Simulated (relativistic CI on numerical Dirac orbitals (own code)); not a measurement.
Method of calculation: Dirac-Coulomb-Breit CI, KLI orbitals optimised for each configuration, QED by a radiative potential, unscaled Slater integrals (own radial code, finite nucleus).

Configuration list (outside the closed core [Ne]): 3s2, 3s.3p, 3p2, 3s.3d, 3d2, 3p.3d, 3p.4s, 3d.4s, 3s.4s, 3s.4p, 3s.4d, 3s.4f, 3s.5s, 3s.5p, 3s.5d, 4s2, 3s.5f, 3s.5g, 3s.6s, 3s.6p, 3s.6d. Levels of other configurations are missing.

At this charge energies of transitions that change n are usually good to better than 1 %, and those within a shell (Δn = 0) to a few per cent.

Outline of the computed level scheme of Ir LXVI. Lowest level of each configuration: 3s2 1S_0 at 0.00 eV; 3s.3p 3P°_0 at 148.69 eV; 3p2 3P_0 at 355.44 eV; 3s.3d 3D_1 at 819.99 eV; 3p.3d 3F°_2 at 980.12 eV; 3d2 3F_2 at 1654.56 eV; 3s.4s 3S_1 at 3531.25 eV; 3s.4p 3P°_0 at 3608.98 eV; 3p.4s 3P°_1 at 3707.37 eV.

Some strong electric-dipole decays among the lowest 43 levels: 3s.4s 1S_0 → 3s.3p 1P°_1 (6.1e+13 s⁻¹); 3p.4s 3P°_0 → 3p2 3P_1 (5.8e+13 s⁻¹); 3s.4p 1P°_1 → 3s2 1S_0 (5.5e+13 s⁻¹); 3s.4s 3S_1 → 3s.3p 3P°_2 (5.0e+13 s⁻¹); 3s.4p 3P°_1 → 3s2 1S_0 (4.8e+13 s⁻¹); 3p.4s 3P°_1 → 3p2 1D_2 (3.9e+13 s⁻¹); 3s.4s 1S_0 → 3s.3p 3P°_1 (1.6e+13 s⁻¹); 3s.4s 3S_1 → 3s.3p 3P°_1 (1.5e+13 s⁻¹).

LS names give the leading component of a level, which can be under half, so a name can repeat, a term be missing and a line seem to break the LS rules.
